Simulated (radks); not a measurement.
Values are calculated unless marked as measured or tabulated.
Q: All-electron atom: Co4+ in [Ar] 3d5 (the NIST ground configuration). Level of theory: scalar-relativistic Kohn-Sham, PBE, spin-polarised, spherical densities, finite nucleus; open shells are filled with parallel spins first; Fermi nuclear charge, rms radius 3.7875 fm (a radial shooting solver on a logarithmic mesh with Libxc functionals). Some entries of the table are withheld. Estimate them.

| orbital | occ. | eigenvalue (eV) | <r> (bohr) | r(max) (bohr) |
|---|---|---|---|---|
| 1s down | 1 | -7654.636 | 0.05619 | 0.03678 |
| 1s up | 1 | -7654.621 | 0.05619 | 0.03678 |
| 2s up | 1 | -962.9435 | 0.2557 | 0.2132 |
| 2s down | 1 | -959.7902 | 0.2551 | 0.2130 |
| 2p up | 3 | -833.4434 | 0.2253 | 0.1721 |
| 2p down | 3 | -831.0648 | 0.2246 | 0.1719 |
| 3s up | 1 | (1) | (2) | 0.6641 |
| 3s down | 1 | (3) | (4) | 0.6655 |
| 3p up | 3 | -127.7282 | 0.7894 | 0.6710 |
| 3p down | 3 | -121.1929 | 0.7963 | 0.6733 |
| 3d up | 5 | -68.2859 | 0.8694 | 0.6371 |
| 3d down | 0 | -61.9403 | 0.8964 | 0.6462 |

A: 
(1) 3s up eigenvalue (eV): -165.0395
(2) 3s up <r> (bohr): 0.7589
(3) 3s down eigenvalue (eV): -158.3808
(4) 3s down <r> (bohr): 0.7631
